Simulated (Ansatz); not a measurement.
`CC[O][Ti]([Cl])([O]CC)[O]CC` + H₂O → `CC[O][Ti]([OH])([O]CC)[O]CC` + HCl  (formal hydrolysis of a Ti–Cl bond)

Computed with Ansatz on PBE0-D4/def2-TZVP structures; ΔE is electronic, products minus reactants. CBS: MP2 limit from def2 TZ/QZ plus the TZ coupled-cluster correction, frozen cores. This one scheme is used for every species. Functionals use def2-TZVPP. B3LYP here is the variant with VWN-RPA as its local correlation; programs differ in this. HSE06 is defined as in plane-wave codes. For Ti outer-core shells are correlated without core-valence functions, which leaves a few kJ/mol of doubt a bond. Scalar relativity is left out up to krypton. One conformer a species, not always the lowest.

| level | ΔE (kJ/mol) | difference from CCSD(T)/CBS |
| --- | --- | --- |
| LDA (SPW92) | 50.8 | -8.7 |
| PBE-D4 | 53.8 | -5.7 |
| revPBE-D4 | 53.8 | -5.7 |
| BLYP-D4 | 50.6 | -8.9 |
| r2SCAN-D4 | 55.6 | -3.9 |
| B97M-V | 57.2 | -2.3 |
| PBE0-D4 | 56.7 | -2.8 |
| B3LYP-D4 | 53.1 | -6.4 |
| r2SCANh-D4 | 56.3 | -3.2 |
| r2SCAN0-D4 | 57.0 | -2.5 |
| HSE06-D4 | 57.0 | -2.5 |
| BHLYP-D4 | 54.8 | -4.7 |
| CAM-B3LYP-D4 | 48.0 | -11.5 |
| ωB97M-V | 51.6 | -7.9 |
| PBE-QIDH | 59.4 | -0.1 |
| PBE | 49.2 | -10.3 |
| revPBE | 47.7 | -11.8 |
| BLYP | 42.5 | -17.0 |
| r2SCAN | 53.8 | -5.7 |
| PBE0 | 52.3 | -7.2 |
| B3LYP | 45.9 | -13.6 |
| r2SCANh | 54.4 | -5.1 |
| r2SCAN0 | 55.0 | -4.5 |
| BHLYP | 47.7 | -11.8 |
| CAM-B3LYP | 43.0 | -16.5 |
| LC-ωPBE | 45.2 | -14.3 |
| RPA@PBE/def2-TZVPP | 49.1 | -10.4 |
| HF/def2-SVP | 42.8 | -16.7 |
| MP2/def2-SVP | 52.2 | -7.3 |
| CCSD/def2-SVP | 40.5 | -19.0 |
| CCSD(T)/def2-SVP | 46.4 | -13.1 |
| MP2/def2-TZVPP | 63.4 | 3.9 |
| SCS-MP2/def2-TZVPP | 56.2 | -3.3 |
| CCSD/def2-TZVPP | 48.8 | -10.7 |
| CCSD(T)/def2-TZVPP | 54.5 | -5.0 |
| HF/def2-QZVPP | 47.1 | -12.4 |
| MP2/def2-QZVPP | 66.5 | 7.0 |
| HF/CBS(def2) | 47.2 | -12.3 |
| MP2/CBS(def2) | 68.4 | 8.9 |
| CCSD/CBS(def2) | 53.8 | -5.7 |
| CCSD(T)/CBS | 59.5 | 0 |

Largest T1 diagnostic among the species: 0.020, so the coupled-cluster value is less sure than usual.

In def2-TZVPP, CCSD(T) changes the Hartree–Fock value by +8.1 kJ/mol (the triples alone add +5.7 kJ/mol) and MP2 by +16.9 kJ/mol. From PBE to PBE0 (25 % exact exchange), in def2-TZVPP and without D4, ΔE moves by +3.1 kJ/mol.
